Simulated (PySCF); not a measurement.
PySCF 2.14.0 with density-fitted response routines calculation with geometry: GFN2-xTB and shieldings: GIAO PBE0/pcSseg-1; non-relativistic, no solvent model, a single conformation, one averaged value for each set of equivalent atoms.

Scale: ¹H and ¹³C vs TMS (reference shieldings calculated alike). Shifts are as computed. Against solution values, carbons near 30 ppm lie about +3 ppm off and those near 130 ppm about +5 ppm. Of 1211 compounds with measured shifts, 218 miss one by over three times the rms of a fit or turn the order of signals round; such compounds aren't used in these exercises.

Task: Order these molecules by the shift of their most deshielded carbon-bound hydrogen, lowest δ first.
A. Cc1oc(C(C)(C)C)cp1
B. C[SiH2]O[Si@@H](C)OC(C)C
C. CO[Si@H](Cl)O[SiH2][SiH3]

Result: C (3.82 ppm, hydrogen on a methyl carbon bonded to O), B (4.30 ppm, hydrogen on an sp3 CH bonded to O), A (6.88 ppm, hydrogen on an aromatic CH).

Task: Order these molecules by the shift of their most deshielded carbon, lowest δ first.
A. Cc1oc(C(C)(C)C)cp1
B. C[SiH2]O[Si@@H](C)OC(C)C
C. [SiH3]CO[SiH2]O[SiH2]Cl

Result: C (49.8 ppm, sp3 CH2 bonded to O and Si), B (67.2 ppm, sp3 CH bonded to O), A (200.6 ppm, substituted aromatic carbon next to the ring oxygen).

Task: How many ¹³C and ¹H signals does each give (equivalence by symmetry and fast rotation, but not about amide C–N or C=N bonds)? `Cc1oc(C(C)(C)C)cp1`, `[SiH3]CO[SiH2]O[SiH2]Cl`, `CO[Si@H](Cl)O[SiH2][SiH3]`, `C[SiH2]O[Si@@H](C)OC(C)C`

Result: Cc1oc(C(C)(C)C)cp1: 6 C, 3 H; [SiH3]CO[SiH2]O[SiH2]Cl: 1 C, 4 H; CO[Si@H](Cl)O[SiH2][SiH3]: 1 C, 5 H; C[SiH2]O[Si@@H](C)OC(C)C: 5 C, 8 H.
